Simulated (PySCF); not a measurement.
Species: CH7Ge2NO.
Z-matrix (Å and degrees, PBE0-D3(BJ)/def2-SVP geometry), rows numbered from 1:
```
O 
C   1  1.2132
N   2  1.3626  1  123.21
Ge  3  1.8620  2  123.06  1  -179.46
Ge  3  1.8841  2  112.21  1     0.39
H   2  1.1164  1  121.84  3  -179.88
H   4  1.5366  3  108.95  2  -120.27
H   4  1.5367  3  108.85  2   119.43
H   4  1.5362  3  106.00  2    -0.39
H   5  1.5317  3  109.96  2   -62.00
H   5  1.5319  3  109.80  2    62.76
H   5  1.5425  3  102.68  2  -179.70
```

Computed with PySCF at CAM-B3LYP/def2-SVPD, non-relativistic, on one gas-phase PBE0-D3(BJ)/def2-SVP geometry that isn't relaxed in the solvent. The solvent is an IEF-PCM continuum (Bondi radii, 1.10 Å for H, scaled by 1.2). Specific hydrogen bonds and non-electrostatic terms are outside this model. Spin–orbit coupling is left out although an atom past zinc is present.

Gas phase at CAM-B3LYP/def2-SVPD: HOMO -9.14 eV, LUMO 0.57 eV, dipole 3.49 D.

Problem. What does the continuum do to the energy, the frontier levels and the dipole at CAM-B3LYP/def2-SVPD in dimethylsulfoxide?

Solution. 
```json
{"solvent": "dimethylsulfoxide", "ε": "46.83", "E(solvent) − E(gas) (kcal/mol)": "-5.55", "polarisation term (kcal/mol)": "-6.96", "distortion of the solute (kcal/mol)": "1.41", "HOMO (eV)": "-9.11", "LUMO (eV)": "0.85", "dipole (D)": "4.74"}
```

Polarisation term: ½ Σ q·V over the induced surface charges. Distortion: the rise of the solute's own energy as its density leaves the gas-phase optimum. The atom shares or the degeneracy of the LUMO differ from the gas phase in dimethylsulfoxide, so that column needn't follow one orbital.

Problem. Which radius a makes the point-dipole formula ΔE = −[(ε − 1)/(2ε + 1)]·μ²/a³ give the value in dimethylsulfoxide, with the gas-phase dipole?

Solution. μ = 1.374 au and |ΔE| = 0.00885 Eh give a = 2.48 Å; the farthest nucleus lies 2.79 Å from the centroid of the nuclei, so such a sphere wouldn't even hold the nuclei. The formula assumes a rigid point dipole at the centre of a sphere.

Problem. How does the static polarisability (CAM-B3LYP/def2-SVPD, frozen core, with the continuum's full static response) change?

Solution. 
```json
{"medium": "gas", "isotropic (au)": "83.8", "principal values (au)": "68.8, 86.8, 95.7", "⟨r²⟩ of the electrons (bohr²)": "1239.2"}
{"medium": "dimethylsulfoxide", "isotropic (au)": "113.5", "principal values (au)": "96.7, 116.5, 127.2", "⟨r²⟩ of the electrons (bohr²)": "1239.9"}
```

The isotropic value in dimethylsulfoxide is 1.35 times the gas-phase one; no cavity-field correction is applied. ⟨r²⟩ is taken about the centre of nuclear charge.
